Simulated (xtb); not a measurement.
H₈LiO₄ (SMILES [OH2]->[Li+](<-[OH2])(<-[OH2])<-[OH2]), charge +1, singlet, at a GFN2-xTB geometry (such geometries of metal compounds can be far from the true shape); xtb 6.7.1 with GFN1-xTB.

Here is a job for xtb.
```
$ xtb mol.xyz --gfn 1 --chrg 1 --hess --json

# file mol.xyz
13

Li    -0.00000000    -0.00000000     0.00000000
O      1.56474128    -0.33763891    -0.97885944
H      1.81743891     0.06481306    -1.81266588
H      2.29587622    -0.91209539    -0.74108161
O      0.45257509     0.32010193     1.79256566
H      1.15256609     0.88211730     2.13204786
H      0.05001919    -0.08104729     2.56592516
O     -0.87446830     1.50184443    -0.70735395
H     -1.37706481     1.56104858    -1.52282219
H     -0.94335988     2.36896344    -0.30187222
O     -1.14284807    -1.48430744    -0.10635227
H     -2.07137750    -1.53107049     0.13185595
H     -0.92409821    -2.35272921    -0.45138705
```

Output, abridged:

```
   ID    Z sym.   atoms
    1    3 Li     1
    2    8 O      2, 5, 8, 11
    3    1 H      3, 4, 6, 7, 9, 10, 12, 13

           -------------------------------------------------
          |                Calculation Setup                |
           -------------------------------------------------

           -------------------------------------------------
          |                 G F N 1 - x T B                 |
           -------------------------------------------------

          ...................................................
          :                      SETUP                      :
          :.................................................:
          :  # basis functions                  36          :
          :  # atomic orbitals                  36          :
          :  # shells                           26          :
          :  # electrons                        32          :
          :  # halogen bonds                     0          :
          :  max. iterations                   250          :
          :  Hamiltonian                  GFN1-xTB          :
          :  restarted?                      false          :
          :  GBSA solvation                  false          :
          :  PC potential                    false          :
          :  electronic temp.          300.0000000     K    :
          :  accuracy                    1.0000000          :
          :  -> integral cutoff          0.2500000E+02      :
          :  -> integral neglect         0.1000000E-07      :
          :  -> SCF convergence          0.1000000E-05 Eh   :
          :  -> wf. convergence          0.2000000E-04 e    :
          :  Broyden damping             0.4000000          :
          :  net charge                          1          :
          :  unpaired electrons                  0          :
          ...................................................

 iter      E             dE          RMSdq      gap      omega  full diag
   1    -23.2746531 -0.232747E+02  0.450E+00    8.70       0.0  T
   2    -23.2831301 -0.847703E-02  0.256E+00    8.80       1.0  T
   3    -23.2840301 -0.900023E-03  0.234E-01    8.76       1.0  T
   4    -23.2841370 -0.106894E-03  0.440E-02    8.78       1.0  T
   5    -23.2841463 -0.926400E-05  0.624E-03    8.78       4.4  T
   6    -23.2841465 -0.227828E-06  0.258E-05    8.78    1075.0  T
   7    -23.2841465 -0.121503E-11  0.103E-05    8.78    2696.7  T

   *** convergence criteria satisfied after 7 iterations ***

         :::::::::::::::::::::::::::::::::::::::::::::::::::::
         ::                     SUMMARY                     ::
         :::::::::::::::::::::::::::::::::::::::::::::::::::::
         :: total energy             -23.131107831681 Eh    ::
         :: gradient norm              0.004957104828 Eh/a0 ::
         :: HOMO-LUMO gap              8.779784057086 eV    ::
         ::.................................................::
         :: SCC energy               -23.284146528977 Eh    ::
         :: -> electrostatic           0.224243364633 Eh    ::
         :: repulsion energy           0.156133792485 Eh    ::
         :: dispersion energy         -0.003095095188 Eh    ::
         :: halogen bond corr.         0.000000000000 Eh    ::
         :: add. restraining           0.000000000000 Eh    ::
         :: total charge               1.000000000000 e     ::
         :::::::::::::::::::::::::::::::::::::::::::::::::::::

           -------------------------------------------------
          |                Numerical Hessian                |
           -------------------------------------------------
step length          :   0.00500
SCC accuracy         :   0.30000
Hessian scale factor :   1.00000
frozen atoms in %    :   0.00000    0
RMS gradient         :   0.00496 !! INCOMPLETELY OPTIMIZED GEOMETRY !!
estimated CPU  time      0.01 min

writing file <hessian>.

 projected vibrational frequencies (cm⁻¹)
eigval :       -0.00    -0.00    -0.00     0.00     0.00     0.00
eigval :       60.14    65.26    97.07    97.11   112.13   150.34
eigval :      150.49   155.73   180.84   185.67   209.42   209.50
eigval :      229.44   268.66   334.74   334.78   357.07   362.02
eigval :      433.41   433.42   444.05  1451.72  1452.57  1452.59
eigval :     1459.58  3636.95  3636.96  3636.99  3642.66  3721.82
eigval :     3722.26  3722.30  3722.97
           -------------------------------------------------
          |                Property Printout                |
           -------------------------------------------------

    * Orbital Energies and Occupations

         #    Occupation            Energy/Eh            Energy/eV
      -------------------------------------------------------------
         1        2.0000           -0.9260640             -25.1995
       ...           ...                  ...                  ...
         4        2.0000           -0.9249584             -25.1694
         5        2.0000           -0.7719025             -21.0045
         6        2.0000           -0.7703369             -20.9619
         7        2.0000           -0.7703369             -20.9619
         8        2.0000           -0.7686940             -20.9172
         9        2.0000           -0.7286460             -19.8275
        10        2.0000           -0.7142633             -19.4361
        11        2.0000           -0.7142567             -19.4359
        12        2.0000           -0.7142567             -19.4359
        13        2.0000           -0.6698120             -18.2265
        14        2.0000           -0.6664335             -18.1346
        15        2.0000           -0.6664335             -18.1346
        16        2.0000           -0.6645413             -18.0831 (HOMO)
        17                         -0.3418902              -9.3033 (LUMO)
        18                         -0.3160229              -8.5994
        19                         -0.3160229              -8.5994
[...]
   1: 13.40   2: 13.64   3: 13.18   4: 13.35   5: 13.55   6: 13.28   7: 12.00   8: 12.49
   9:  9.18  10:  9.18  11: 11.42  12:  2.76  13:  2.76  14:  1.04  15:  1.42  16:  4.38
  17:  4.64  18:  4.64  19: 14.19  20:  4.75  21:  5.62  22:  5.62  23:  5.71  24:  3.47
  25:  6.18  26:  6.18  27:  5.70  28:  2.10  29:  2.10  30:  2.10  31:  2.10  32:  1.61
  33:  1.61  34:  1.61  35:  1.62  36:  2.11  37:  2.11  38:  2.11  39:  2.11
 IR intensities (km·mol⁻¹)
   1:  6.16   2: 11.61   3:  1.29   4:  4.99   5:  9.55   6:  3.44   7:  0.00   8:  2.39
   9: 18.02  10: 18.02  11: 16.31  12:  1.23  13:  1.22  14:  0.00  15:  3.51  16:  0.00
  17: 24.40  18: 24.40  19:  0.00  20:139.44  21:343.60  22:343.44  23:146.45  24:  0.00
  25:816.54  26:816.76  27:878.95  28:387.62  29:360.54  30:360.51  31:  0.00  32:104.77
  33:112.79  34:105.14  35:  0.00  36:  0.09  37:114.03  38:114.01  39: 98.55
 Raman intensities (Ä⁴*amu⁻¹)
   1:  0.00   2:  0.00   3:  0.00   4:  0.00   5:  0.00   6:  0.00   7:  0.00   8:  0.00
   9:  0.00  10:  0.00  11:  0.00  12:  0.00  13:  0.00  14:  0.00  15:  0.00  16:  0.00
  17:  0.00  18:  0.00  19:  0.00  20:  0.00  21:  0.00  22:  0.00  23:  0.00  24:  0.00
  25:  0.00  26:  0.00  27:  0.00  28:  0.00  29:  0.00  30:  0.00  31:  0.00  32:  0.00
  33:  0.00  34:  0.00  35:  0.00  36:  0.00  37:  0.00  38:  0.00  39:  0.00
 output can be read by thermo (or use thermo option).
 writing <g98.out> molden fake output.
 recommended (thermochemical) frequency scaling factor: 1.0
           -------------------------------------------------
          |             Thermodynamic Functions             |
           -------------------------------------------------

S4  symmetry found (for desy threshold:  0.10E+00) used in thermo

          ...................................................
          :                      SETUP                      :
          :.................................................:
          :  # frequencies                          33      :
          :  # imaginary freq.                       0      :
          :  linear?                             false      :
          :  only rotor calc.                    false      :
          :  symmetry                               S4      :
          :  rotational number                       2      :
          :  scaling factor                  1.0000000      :
          :  rotor cutoff                   50.0000000 cm⁻¹ :
          :  imag. cutoff                  -20.0000000 cm⁻¹ :
          :.................................................:

    mode    ω/cm⁻¹     T·S(HO)/kcal·mol⁻¹    T·S(FR)/kcal·mol⁻¹   T·S(vib)
   ------------------------------------------------------------------------
       1     60.14    -1.32755 ( 67.67%)    -1.00141 ( 32.33%)    -1.22210
       2     65.26    -1.27949 ( 74.37%)    -0.97723 ( 25.63%)    -1.20203
       3     97.07    -1.04718 ( 93.42%)    -0.85974 (  6.58%)    -1.03486
       4     97.11    -1.04698 ( 93.43%)    -0.85963 (  6.57%)    -1.03468
       5    112.13    -0.96355 ( 96.20%)    -0.81706 (  3.80%)    -0.95798
       6    150.34    -0.79546 ( 98.79%)    -0.73026 (  1.21%)    -0.79467
       7    150.49    -0.79488 ( 98.80%)    -0.72995 (  1.20%)    -0.79410
       8    155.73    -0.77550 ( 98.95%)    -0.71982 (  1.05%)    -0.77491
       9    180.84    -0.69163 ( 99.42%)    -0.67556 (  0.58%)    -0.69154
      10    185.67    -0.67698 ( 99.48%)    -0.66775 (  0.52%)    -0.67693
      11    209.42    -0.61082 ( 99.68%)    -0.63211 (  0.32%)    -0.61089
      12    209.50    -0.61061 ( 99.68%)    -0.63199 (  0.32%)    -0.61068
      13    229.44    -0.56151 ( 99.77%)    -0.60507 (  0.23%)    -0.56160
      14    268.66    -0.47847 ( 99.88%)    -0.55834 (  0.12%)    -0.47857
   ------------------------------------------------------------------------

   temp. (K)  partition function   enthalpy   heat capacity  entropy
                                   cal/mol     cal/K/mol   cal/K/mol   J/K/mol
 298.15  VIB  0.895E+05             7078.223     36.457     45.679
         ROT  0.967E+05              888.752      2.981     25.794
         INT  0.866E+10             7966.975     39.438     71.474
         TR   0.679E+27             1481.254      4.968     38.998
         TOT                        9448.2290    44.4060   110.4714   462.2122

       T/K    H(0)-H(T)+PV         H(T)/Eh          T*S/Eh         G(T)/Eh
   ------------------------------------------------------------------------
    298.15    0.150567E-01    0.106481E+00    0.524885E-01    0.539925E-01
   ------------------------------------------------------------------------

         :::::::::::::::::::::::::::::::::::::::::::::::::::::
         ::                  THERMODYNAMIC                  ::
         :::::::::::::::::::::::::::::::::::::::::::::::::::::
         :: total free energy         -23.077115298521 Eh   ::
         ::.................................................::
         :: total energy              -23.131107831681 Eh   ::
         :: zero point energy           0.091424328776 Eh   ::
         :: G(RRHO) w/o ZPVE           -0.037431795615 Eh   ::
         :: G(RRHO) contrib.            0.053992533160 Eh   ::
         :::::::::::::::::::::::::::::::::::::::::::::::::::::

           -------------------------------------------------
          | TOTAL ENERGY              -23.131107831681 Eh   |
          | TOTAL ENTHALPY            -23.024626791522 Eh   |
          | TOTAL FREE ENERGY         -23.077115298521 Eh   |
          | GRADIENT NORM               0.004957077867 Eh/α |
          | HOMO-LUMO GAP               8.779783261577 eV   |
           -------------------------------------------------
########################################################################
[WARNING] Runtime exception occurred
-1- hessian_numhess: Hessian on incompletely optimized geometry!
########################################################################

normal termination of xtb
```
